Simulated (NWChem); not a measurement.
Molecule: PbClF, singlet; SMILES [F][Pb][Cl]

Results from NWChem. Low-valent species are run as closed-shell singlets; no triplet was tried in these runs. The geometry was optimised at PBE0/def2-SVP. def2 effective core potentials on Pb; no spin-orbit coupling. Level M06-2X/def2-SVP: energy and gradient on several grids; changes count from the extra-fine grid, which is no exact limit either.

Which is the coarsest grid (xfine; medium; xcoarse; coarse; fine) from which on the energy stays within 100 μHa and each gradient component within 200 μHa/bohr of xfine?

medium.
```
grid     size of the energy change (μHa)  largest change of a gradient component (μHa/bohr)
-------  -------------------------------  -------------------------------------------------
xcoarse                             2000                                               3000
coarse                               200                                                100
medium                                60                                                 60
fine                                < 10                                                 40
xfine                               < 10                                               < 30
```
